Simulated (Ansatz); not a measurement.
Relaxation of `Oc1ccc(Oc2ccccc2)cc1` with charge -1 with UKS PBE-D4/def2-SVP.

```sh
$ ansatz run in.yaml --threads 4 --pin off --events-out ev --progress --plain --max-ram 6963MiB
```

```yaml
crystal:
  periodic: [false, false, false]
  atoms:
    - {symbol: O, position_ang: [-4.464727, -1.540564, -1.149560]}
    - {symbol: C, position_ang: [-3.335150, -1.027406, -0.584892]}
    - {symbol: C, position_ang: [-2.943286, -1.525218, 0.673928]}
    - {symbol: C, position_ang: [-1.787765, -1.037802, 1.294416]}
    - {symbol: C, position_ang: [-1.016951, -0.042233, 0.671378]}
    - {symbol: O, position_ang: [0.069545, 0.466590, 1.359670]}
    - {symbol: C, position_ang: [1.297780, 0.550011, 0.746082]}
    - {symbol: C, position_ang: [2.194545, 1.501876, 1.265874]}
    - {symbol: C, position_ang: [3.482439, 1.609310, 0.725347]}
    - {symbol: C, position_ang: [3.883376, 0.778047, -0.334258]}
    - {symbol: C, position_ang: [2.982474, -0.171061, -0.842988]}
    - {symbol: C, position_ang: [1.690606, -0.294284, -0.310145]}
    - {symbol: C, position_ang: [-1.404810, 0.465967, -0.579928]}
    - {symbol: C, position_ang: [-2.556108, -0.029738, -1.205744]}
    - {symbol: H, position_ang: [-4.610395, -1.095686, -2.005213]}
    - {symbol: H, position_ang: [-3.559473, -2.301690, 1.150337]}
    - {symbol: H, position_ang: [-1.467425, -1.418540, 2.275049]}
    - {symbol: H, position_ang: [1.857825, 2.144185, 2.092534]}
    - {symbol: H, position_ang: [4.179230, 2.357174, 1.134501]}
    - {symbol: H, position_ang: [4.893917, 0.868512, -0.759999]}
    - {symbol: H, position_ang: [3.288926, -0.835922, -1.665543]}
    - {symbol: H, position_ang: [0.989616, -1.044723, -0.702547]}
    - {symbol: H, position_ang: [-0.804426, 1.252178, -1.060890]}
    - {symbol: H, position_ang: [-2.859742, 0.371026, -2.187440]}
basis:
  gaussian: {orbitals: def2-SVP}
total_charge: -1
magnetization: {spin_polarized: true, initial_magnetization: 1}
hamiltonian: {xc: pbe, dispersion: d4}
scf: {lower_state_search: "off"}
output: {orbitals: {seedname: orbitals}}
relax: {f_tol: 0.03, max_steps: 70}
```

Run time 40 s (4 threads of Arm Neoverse V1 on a shared host).

Positions (Å) and forces (eV/Å) at steps 1, 2, 3, 4, 6 of 6:

```xyz
24
step=1 energy=-16668.4135 eV
O    -4.465   -1.541   -1.150   -0.683   -0.295   -0.347
C    -3.335   -1.027   -0.585    0.779    0.358    0.338
C    -2.943   -1.525    0.674   -1.201   -0.548   -0.507
C    -1.788   -1.038    1.294    1.192    0.518    0.543
C    -1.017   -0.042    0.671   -0.317   -0.291    0.103
O     0.070    0.467    1.360    0.091    0.080    0.086
C     1.298    0.550    0.746    0.104    0.047    0.016
C     2.195    1.502    1.266   -1.006   -0.064    0.455
C     3.482    1.609    0.725    1.104    0.157   -0.379
C     3.883    0.778   -0.334   -0.114    0.074    0.122
C     2.982   -0.171   -0.843    0.923   -0.009   -0.485
C     1.691   -0.294   -0.310   -1.147   -0.254    0.250
C    -1.405    0.466   -0.580    1.254    0.690    0.301
C    -2.556   -0.030   -1.206   -1.182   -0.555   -0.596
H    -4.610   -1.096   -2.005    0.156    0.054    0.089
H    -3.559   -2.302    1.150   -0.036   -0.026   -0.012
H    -1.467   -1.419    2.275    0.049    0.009    0.010
H     1.858    2.144    2.093   -0.046    0.013    0.003
H     4.179    2.357    1.135    0.064    0.033    0.009
H     4.894    0.869   -0.760    0.087    0.014   -0.033
H     3.289   -0.836   -1.666    0.030   -0.016   -0.048
H     0.990   -1.045   -0.703   -0.046    0.018    0.084
H    -0.804    1.252   -1.061    0.013    0.008    0.077
H    -2.860    0.371   -2.187   -0.067   -0.015   -0.075
24
step=2 energy=-16668.5007 eV
O    -4.457   -1.543   -1.173   -0.382   -0.192   -0.176
C    -3.323   -1.034   -0.591    0.489    0.234    0.226
C    -2.950   -1.535    0.672   -0.460   -0.233   -0.199
C    -1.779   -1.040    1.305    0.439    0.243    0.177
C    -1.019   -0.034    0.690   -0.252   -0.263   -0.036
O     0.066    0.478    1.383    0.036    0.066    0.107
C     1.291    0.556    0.764    0.150    0.093   -0.032
C     2.193    1.508    1.275   -0.355   -0.054    0.137
C     3.495    1.609    0.719    0.393    0.061   -0.141
C     3.873    0.774   -0.347   -0.141    0.004    0.069
C     2.962   -0.172   -0.853    0.311    0.014   -0.152
C     1.660   -0.292   -0.300   -0.357   -0.143    0.063
C    -1.384    0.473   -0.572    0.434    0.325    0.087
C    -2.545   -0.039   -1.215   -0.425   -0.211   -0.208
H    -4.577   -1.090   -2.027    0.108    0.047    0.044
H    -3.569   -2.315    1.139    0.005    0.006   -0.001
H    -1.453   -1.424    2.283    0.009    0.003   -0.001
H     1.857    2.160    2.095   -0.008   -0.001    0.001
H     4.204    2.352    1.120    0.003   -0.001    0.003
H     4.882    0.859   -0.783    0.028    0.001   -0.017
H     3.259   -0.833   -1.684    0.000    0.001   -0.007
H     0.949   -1.047   -0.666    0.004    0.024    0.038
H    -0.788    1.275   -1.032   -0.014   -0.014    0.034
H    -2.849    0.353   -2.202   -0.012   -0.010   -0.016
24
step=3 energy=-16668.5202 eV
O    -4.428   -1.556   -1.206   -0.080   -0.057   -0.037
C    -3.300   -1.039   -0.597    0.090    0.047    0.053
C    -2.946   -1.545    0.668   -0.021   -0.013   -0.010
C    -1.774   -1.037    1.315    0.019   -0.004   -0.024
C    -1.022   -0.026    0.705   -0.116   -0.031   -0.028
O     0.062    0.490    1.404    0.017    0.041    0.063
C     1.285    0.562    0.776    0.060   -0.014    0.011
C     2.192    1.512    1.278    0.016   -0.006   -0.033
C     3.497    1.608    0.706   -0.017    0.003    0.001
C     3.851    0.768   -0.364   -0.018   -0.009    0.018
C     2.938   -0.182   -0.858   -0.042   -0.008    0.028
C     1.636   -0.304   -0.282    0.031    0.013   -0.050
C    -1.379    0.501   -0.554    0.011   -0.013   -0.037
C    -2.534   -0.034   -1.215    0.009    0.032    0.010
H    -4.520   -1.090   -2.056    0.047    0.018    0.022
H    -3.566   -2.332    1.124    0.016    0.014    0.000
H    -1.444   -1.423    2.291    0.000   -0.002   -0.007
H     1.862    2.169    2.096    0.004    0.000   -0.007
H     4.217    2.346    1.098   -0.017   -0.010   -0.006
H     4.856    0.849   -0.815   -0.008   -0.002   -0.004
H     3.226   -0.843   -1.692   -0.005    0.005    0.009
H     0.920   -1.063   -0.623    0.010    0.015    0.006
H    -0.792    1.320   -0.993   -0.011   -0.018    0.010
H    -2.836    0.349   -2.207    0.006   -0.004    0.012
24
step=4 energy=-16668.5218 eV
O    -4.410   -1.562   -1.220   -0.001    0.004    0.007
C    -3.288   -1.037   -0.598   -0.007   -0.025   -0.019
C    -2.939   -1.551    0.664    0.027    0.016    0.012
C    -1.770   -1.039    1.317   -0.037   -0.003   -0.015
C    -1.027   -0.018    0.716    0.017   -0.035   -0.027
O     0.058    0.497    1.418    0.003    0.015    0.025
C     1.282    0.562    0.786   -0.026    0.026   -0.030
C     2.190    1.516    1.276    0.043   -0.009   -0.017
C     3.493    1.607    0.697   -0.037   -0.012    0.021
C     3.840    0.758   -0.367    0.008    0.016   -0.021
C     2.922   -0.189   -0.856   -0.050   -0.001    0.024
C     1.621   -0.301   -0.277    0.058   -0.017    0.000
C    -1.373    0.507   -0.546   -0.057    0.005   -0.001
C    -2.526   -0.027   -1.211    0.041    0.024    0.018
H    -4.490   -1.088   -2.068    0.016    0.005    0.007
H    -3.555   -2.342    1.115    0.008    0.003   -0.002
H    -1.438   -1.431    2.290   -0.002    0.003   -0.001
H     1.865    2.180    2.091    0.004   -0.002   -0.001
H     4.214    2.347    1.081   -0.006   -0.004   -0.003
H     4.841    0.836   -0.826   -0.005   -0.007    0.005
H     3.203   -0.853   -1.690   -0.002    0.001    0.005
H     0.899   -1.058   -0.613    0.007    0.002    0.002
H    -0.787    1.329   -0.979   -0.005   -0.002    0.004
H    -2.825    0.356   -2.204    0.003   -0.002    0.005
24
step=6 energy=-16668.5232 eV
O    -4.382   -1.574   -1.242    0.020    0.017    0.003
C    -3.272   -1.041   -0.606   -0.020   -0.016   -0.002
C    -2.921   -1.563    0.652    0.005    0.006   -0.004
C    -1.762   -1.042    1.315    0.005   -0.008    0.001
C    -1.030   -0.006    0.725    0.005    0.011    0.008
O     0.053    0.514    1.430   -0.004    0.012   -0.013
C     1.274    0.571    0.793   -0.005   -0.022   -0.001
C     2.189    1.525    1.269    0.000    0.008    0.007
C     3.488    1.605    0.682    0.001   -0.010   -0.008
C     3.828    0.744   -0.374    0.004    0.012    0.004
C     2.904   -0.207   -0.846    0.004   -0.011   -0.004
C     1.608   -0.308   -0.259   -0.006    0.016    0.007
C    -1.384    0.534   -0.527    0.000   -0.012    0.009
C    -2.526   -0.009   -1.202    0.001    0.003    0.000
H    -4.457   -1.089   -2.084   -0.009   -0.008   -0.003
H    -3.525   -2.370    1.091   -0.001   -0.002   -0.001
H    -1.426   -1.441    2.283    0.000   -0.002    0.000
H     1.871    2.199    2.078    0.001    0.002   -0.001
H     4.213    2.347    1.054    0.004    0.002    0.001
H     4.827    0.812   -0.838    0.000    0.000    0.002
H     3.180   -0.882   -1.672    0.000   -0.001    0.000
H     0.884   -1.068   -0.582   -0.004   -0.002   -0.001
H    -0.808    1.369   -0.948    0.003    0.003    0.000
H    -2.826    0.380   -2.192   -0.002    0.002   -0.002
```

The highest occupied level of the relaxed charge -1 doublet lies above zero (up to 2.65 eV). By energy differences it is unbound by 0.61 eV (each at its own geometry, against the charge 0 singlet, at PBE-D4/def2-SVP) and held by the finite basis.
